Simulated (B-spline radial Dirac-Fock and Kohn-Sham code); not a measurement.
**The B-like isoelectronic sequence (5 electrons), Z = 5 to 21**

Calculated with a radial B-spline solver, using relaxed Dirac-Fock hole states (ΔSCF) with Breit and QED corrections and a finite nucleus. Binding energies in eV, tabulated ground configurations ([He] 2s2 2p1 throughout). Correlation energy is missing from these numbers.

| ion | 1s | 2s | outermost level | NIST ionisation energy |
| --- | --- | --- | --- | --- |
| B | 200.8 | 12.58 | 7.93 (2p) | 8.298019 |
| C⁺ | 315.7 | 30.66 | 24.04 (2p) | 24.38314 |
| N²⁺ | 458.1 | 55.73 | 47.16 (2p) | 47.4453 |
| O³⁺ | 627.9 | 87.69 | 77.19 (2p) | 77.4135 |
| F⁴⁺ | ? | ? | ? | ? |
| Ne⁵⁺ | 1049.5 | 172.2 | 157.8 (2p) | 157.934 |
| Mg⁷⁺ | 1580.7 | 284.2 | 265.8 (2p) | 265.924 ± 0.019 |
| Al⁸⁺ | 1887.5 | 350.5 | 330.1 (2p) | 330.21 ± 0.04 |
| Si⁹⁺ | 2221.7 | 423.8 | 401.2 (2p) | 401.38 ± 0.04 |
| P¹⁰⁺ | 2583.5 | 503.9 | 479.2 (2p) | 479.44 ± 0.05 |
| S¹¹⁺ | 2972.9 | 590.9 | 564.0 (2p) | 564.41 ± 0.05 |
| Cl¹²⁺ | 3389.9 | 684.9 | 655.6 (2p) | 656.3 ± 0.12 |
| Ar¹³⁺ | 3834.7 | 785.8 | 754.1 (2p) | 755.13 ± 0.22 |
| K¹⁴⁺ | 4307.2 | 893.7 | 859.5 (2p) | 860.92 ± 0.25 |
| Ca¹⁵⁺ | 4807.6 | 1008.6 | 971.8 (2p) | 973.7 ± 0.3 |
| Sc¹⁶⁺ | 5336.0 | 1130.6 | 1090.9 (2p) | 1093.5 ± 0.4 |

Question: Fill in the row of F⁴⁺.

Answer: 1s 825.0, 2s 126.5, outermost 114.1 (2p), NIST 114.249 ± 0.006 eV.

NIST's values are for the lowest levels; a dash marks a value that is missing or belongs to another shell. Their kind here: measured, semi-empirical. Where a p, d or f shell is open in either ion the computed value averages over both j values and all terms, while the table refers to the lowest levels; that difference holds spin-orbit splitting (largest in heavy or highly charged ions), term energies where several electrons share open shells, and correlation, and it can reach 10 % or more.
